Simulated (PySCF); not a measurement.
Excitation energy of Xe²⁺ by level of theory

Xe²⁺ [Kr] 4d10 5s2 5p4 (3P) → Xe²⁺ [Kr] 4d10 5s1 5p5 (3P), as a difference of total energies. All numbers are calculated (PySCF 2.14, scalar relativity through the core potential, in aug-cc-pwCVTZ-PP with ECP28MDF (8s7p6d4f1g, 96 functions)). Correlated levels: valence: 4s2 4p6 4d10 frozen. The calculations carry no spin-orbit coupling.

```json
{"method": "UHF", "excitation energy (eV)": "14.008"}
{"method": "MP2 (valence)", "excitation energy (eV)": "12.963"}
{"method": "SCS-MP2 (valence)", "excitation energy (eV)": "12.824"}
{"method": "CCSD (valence)", "excitation energy (eV)": "12.049"}
{"method": "CCSD(T) (valence)", "excitation energy (eV)": "11.687"}
```

How much does correlation contribute at CCSD(T) (valence)?

11.687 − (14.008) = -2.321 eV, measured against UHF.

The coupled-cluster amplitudes are large for the upper state (T1 above 0.03 or a double amplitude above 0.15), so a single reference is strained.
